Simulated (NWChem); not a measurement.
CaHSBr; SMILES [SH][Ca][Br]

```xyz
4

Ca     0.2517     0.6612    -0.0013
Br    -0.0549    -1.9360     0.0005
S     -0.1036     3.2110     0.0014
H     -1.4555     3.1605    -0.0132
```
Atoms are numbered in this order, from 1.

Program: NWChem. All runs use the structure optimised with PBE0/def2-SVP. Ions are spin-unrestricted doublets at the neutral geometry; other ion states weren't tried.

For level PBE0/def2-SVP:

* **vertical ionisation energy, ΔSCF (eV)**: 8.94
* **−ε(HOMO) (eV)**: 6.68

Task: How do the values read with level PBE/def2-SVP instead?

Result: vertical ionisation energy, ΔSCF (eV): 8.58
−ε(HOMO) (eV): 5.50
